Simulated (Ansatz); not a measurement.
Problem. Name a neutral molecule of C, O and H with LUMO energy (B3LYP/def2-TZVPP) between -1.50 and -1.20 eV and HOMO–LUMO gap (B3LYP/def2-TZVPP) between 5.95 and 6.25 eV (Ansatz, PBE0-D4/def2-TZVP geometry).

Solution. `C=C(C)C(=O)OC1(C)CCOC(=O)C1` (-1.46 eV, 6.05 eV). Other molecules can fit too; these were computed, each in one conformer that needn't be the lowest.

B3LYP here is the variant with VWN-RPA as its local correlation; programs differ in this.
